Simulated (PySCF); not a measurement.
CF5In, SMILES F[C](F)(F)[In]([F])[F].

Coordinates come from a r2SCAN-D4/def2-SVP optimisation. The structure was generated by enumeration; whether it is a known compound was not checked. The def2 effective core potentials stand for the cores of In; spin–orbit coupling is left out.

Vertical ionisation energy (IE) and electron affinity (EA) in eV. Rows of orbital energies are one-electron estimates. Where ΔSCF, EOM or ADC give a negative EA the extra electron is unbound and the value depends on the basis.

```csv
level,IE,EA
"−ε(HOMO), −ε(LUMO), PBE0/def2-TZVP (PySCF)",9.66,2.82
"−ε(HOMO), −ε(LUMO), PBE/def2-TZVP (PySCF)",8.11,3.67
```
